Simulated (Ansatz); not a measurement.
Program: Ansatz. Geometries: PBE0-D4/def2-TZVP. ΔE: electronic, gas phase. CCSD(T)/CBS is the MP2 limit (def2-TZVPP, def2-QZVPP) plus CCSD(T) − MP2 in def2-TZVPP, frozen cores. This one scheme is used for every species. Functionals use def2-TZVPP. Elements past krypton have def2 core potentials. For I outer-core shells are correlated without core-valence functions, which leaves a few kJ/mol of doubt a bond. One conformer a species, not always the lowest.

`N[SiH2]I` + CH₃OH → `N[SiH2]CO` + HI  (formal exchange of groups at the Si–I bond)

**Question.** Is it downhill or uphill in electronic energy at CCSD(T)/CBS, and by how much? (An estimate is asked.)

**Answer.** The calculation gave: Uphill: ΔE = +110.9 kJ/mol.

**Question.** What do these levels give: BLYP-D4, ωB97M-V, PBE-QIDH, CAM-B3LYP, MP2/def2-SVP, HF/def2-QZVPP? (Best estimate.)

**Answer.** Ansatz gave: BLYP-D4 101.3, ωB97M-V 103.8, PBE-QIDH 112.7, CAM-B3LYP 102.4, MP2/def2-SVP 105.7, HF/def2-QZVPP 123.3 kJ/mol.

Largest T1 diagnostic among the species: 0.011.

Leaving LDA and LC-ωPBE aside and taking each functional with its dispersion term where it has one, the values, not all of them listed here, spread over 12.0 kJ/mol, from BLYP-D4 to BHLYP-D4. LDA lies −12.8 kJ/mol from PBE without D4. In def2-TZVPP, CCSD(T) changes the Hartree–Fock value by −20.3 kJ/mol (the triples alone add −1.5 kJ/mol) and MP2 by −10.1 kJ/mol.
